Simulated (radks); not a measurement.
The numbers below are computed, except where a source is named.
Q: Valence configurations of neutral ruthenium (all share [Kr]). Code: a radial shooting solver on a logarithmic mesh with Libxc functionals. Model: Dirac Kohn-Sham, PBE, spin-unpolarised, spherical densities, finite nucleus; open shells are shared between the two j in proportion to 2j + 1; Fermi nuclear charge, rms radius 4.4809 fm. Order these by energy: 4d7.5 5s0.5; 4d6.5 5p1.5; 4d6 5s1 5p1; 4d6 5s2; 4d5 5s0.5 5p2.5; 4d7 5s0.5 5p0.5; 4d6.5 5s1 5p0.5; 4d7 5p1; 4d8; 4d7 5s1.

A: From the lowest, in eV above it: 4d8 0.000; 4d7.5 5s0.5 0.016; 4d7 5s1 0.334; 4d7 5s0.5 5p0.5 2.027; 4d6 5s2 2.035; 4d6.5 5s1 5p0.5 2.811; 4d7 5p1 3.793; 4d6 5s1 5p1 5.983; 4d6.5 5p1.5 6.640; 4d5 5s0.5 5p2.5 16.880. NIST lists [Kr] 4d7 5s1 as the ground configuration; this level of theory puts 4d8 lower, by 0.334 eV. The energies are those of spherical spin-averaged densities, not of single terms.
